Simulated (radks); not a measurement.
Q: Tl IV, 78 electrons, occupied as [Kr] 4d10 4f14 5s1.5 5p6 5d10 6p0.5 (fractional occupations, a model configuration). Method: Dirac Kohn-Sham, PBEsol, spin-unpolarised, spherical densities, point nucleus; open shells fill j = l - 1/2 first; computed with a radial shooting solver on a logarithmic mesh with Libxc functionals.

Spin-orbit splittings of the eigenvalues, e(l+1/2) - e(l-1/2), with zeta = 2 splitting/(2l+1) and mean radii in bohr:

shell  occ.  splitting (eV)  zeta (eV)  <r> j=l-1/2  <r> j=l+1/2
2p        6            2065       1377      0.05590      0.06469
3p        6           459.0      306.0       0.1674       0.1835
3d       10           98.04      39.21       0.1595       0.1644
4p        6           111.7      74.48       0.3931       0.4275
4d       10           20.85      8.338       0.4333       0.4444
4f       14               ?          ?       0.4638       0.4703
5p        6           20.60      13.73       0.9363        1.028
5d       10           2.421     0.9683        1.292        1.334
5f        0         0.02515   0.007186        3.919        3.939
6p      0.5           2.611      1.740        2.474        2.697

Estimate the 4f splitting.

A: 4.609 eV (zeta = 1.317 eV).
